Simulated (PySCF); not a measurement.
Here is a computed PBE0-D3(BJ)/def2-SVP geometry (Å):
```
C 
C   1  1.3385
C   2  1.4713  1  128.00
C   3  1.3481  2  119.57  1  -155.03
C   3  1.4738  2  121.67  1    24.93
C   5  1.3350  3  128.61  2    21.89
F   5  1.3401  3  112.97  2  -161.69
H   1  1.0920  2  122.56  3    -1.27
H   1  1.0926  2  120.26  3   177.03
H   2  1.0958  1  118.05  3  -176.01
H   4  1.0925  3  120.63  2    -1.16
H   4  1.0905  3  121.38  2   178.15
H   6  1.0909  5  119.64  3   177.14
H   6  1.0875  5  120.81  3    -1.00
```
Z-matrix in Å and degrees, rows numbered from 1.

Neutral, closed shell.

Which heavy atoms are bonded, and with what formal order?

C1–C2 (double); C2–C3 (single); C3–C4 (double); C3–C5 (single); C5–C6 (double); C5–F7 (single). Hydrogens: H8, H9 on C1; H10 on C2; H11, H12 on C4; H13, H14 on C6.

Write the SMILES.

`C=CC(=C)C(=C)F`, C6H7F. Among its features: C=C double bond and C–F bond.

Name the point group.

C1 (no symmetry element, even within 0.4 Å).

Classify the heavy atoms.

C1: terminal =CH2 carbon; C2: alkene CH carbon; C3: fully substituted alkene carbon; C4: terminal =CH2 carbon; C5: vinylic C–F carbon; C6: terminal =CH2 carbon; F7: vinyl fluorine.

What is the arrangement about C1?

It has 3 neighbours (C2, H8, H9) and is planar (angles 122.6°, 120.3° and 117.2°, sum 360.0°, 0.01 Å off the plane of its three neighbours).

What is the arrangement about C5?

It has 3 neighbours (C3, C6, F7) and is planar (angles 128.6°, 118.3° and 113.0°, sum 359.9°, 0.02 Å off the plane of its three neighbours).
